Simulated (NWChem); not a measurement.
System: HfSCl2; SMILES [S]=[Hf]([Cl])[Cl]

All runs: NWChem. Geometry: optimised at PBE0/def2-SVP. def2 effective core potentials on Hf; no spin-orbit coupling. Level: PBE0/def2-SVPD; the question gives the wavelength of the field.

**Question.** Estimate the computed values for field static. Quantities: isotropic polarisability (bohr³); anisotropy (bohr³).

**Answer.** 
```
Property                          Result
--------------------------------  ------
isotropic polarisability (bohr³)    89.4
anisotropy (bohr³)                  39.7
```
